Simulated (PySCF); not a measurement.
C6H6N, SMILES Nc1cc[c]cc1, multiplicity 2. The structure is a stationary point at r2SCAN-D4/def2-SVP. The isomer is the one that the SMILES or the coordinates give; other isomers of the formula were not compared. One conformer was computed; it need not be the lowest.

These are PySCF 2.14.0 with r2SCAN-D4/def2-SVP values and carry that method's errors.

Harmonic wavenumbers (cm⁻¹): 234, 324, 387, 404, 472, 523, 539, 611, 685, 789, 800, 818, 916, 937, 982, 1050, 1067, 1123, 1161, 1288, 1321, 1398, 1432, 1490, 1613, 1638, 1644, 3158, 3159, 3180, 3182, 3576, 3688. Rotational constants (GHz): 5.497, 2.750, 1.836; symmetry number 1.

### Question
Work out the zero-point energy and the ideal-gas rigid-rotor harmonic-oscillator thermochemistry at 298.15 K and 1 atm.

### Answer
ZPE = ½ Σ hcν = ½ × 45589 cm⁻¹ = 65.17 kcal/mol. H − E(el) = 69.41 kcal/mol. Entropy in cal/(mol K): translation 39.47, rotation 26.85, vibration 9.10, spin 1.38, total 76.80. G − E(el) = 46.51 kcal/mol. Cp = 24.98 cal/(mol K).
